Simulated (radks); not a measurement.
C, 6 electrons, occupied as [He] 2s2 2p2. Method: scalar-relativistic Kohn-Sham, PBE, spin-polarised, spherical densities, point nucleus; open shells are filled with parallel spins first; computed with a radial shooting solver on a logarithmic mesh with Libxc functionals.

Normalised radial functions P(r) = r R(r), r in bohr:

```
   r/bohr * 1s up, o 2s down (the largest magnitude, 1.73, reaches the edge; | marks zero, & curves that meet)
  0.01434                             |o    *
  0.01604                             |o    *
  0.01779                             | o    *
   0.0199                             | o     *
  0.02208                             | o     *
   0.0247                             | o      *
  0.02741                             | o       *
  0.03065                             | o        *
  0.03401                             |  o        *
  0.03805                             |  o         *
  0.04222                             |  o          *
  0.04722                             |  o           *
  0.05239                             |   o            *
   0.0586                             |   o             *
  0.06503                             |   o              *
  0.07273                             |   o               *
   0.0807                             |    o                *
  0.09027                             |    o                 *
   0.1002                             |    o                  *
    0.112                             |    o                   *
   0.1243                             |    o                    *
    0.139                             |    o                    *
   0.1543                             |    o                     *
   0.1726                             |    o                     *
   0.1915                             |    o                     *
   0.2142                             |    o                    *
   0.2376                             |   o                     *
   0.2658                             |  o                    *
   0.2949                             | o                    *
   0.3299                             |o                   *
   0.3661                             o                  *
   0.4094                            o|                *
   0.4543                           o |              *
   0.5082                         o   |           *
   0.5638                        o    |         *
   0.6307                      o      |       *
   0.6998                     o       |     *
   0.7827                   o         |   *
   0.8685                  o          |  *
   0.9714                 o           | *
    1.078                 o           |*
    1.206                o            |*
    1.338                o            *
    1.496                 o           *
     1.66                  o          *
    1.857                   o         *
    2.061                    o        *
    2.305                     o       *
    2.558                       o     *
    2.861                        o    *
    3.174                         o   *
     3.55                          o  *
    3.939                           o *
    4.406                            o*
    4.889                            o*
    5.469                            o*
    6.068                             &
    6.787                             &
    7.531                             &
```

1s up: eigenvalue -273.15 eV, 0 radial nodes, <r> = 0.271 bohr, 90 % of the charge inside 0.487 bohr. 2s down: eigenvalue -11.882 eV, 1 radial node at r = 0.376 bohr, <r> = 1.61 bohr, 90 % of the charge inside 2.59 bohr.
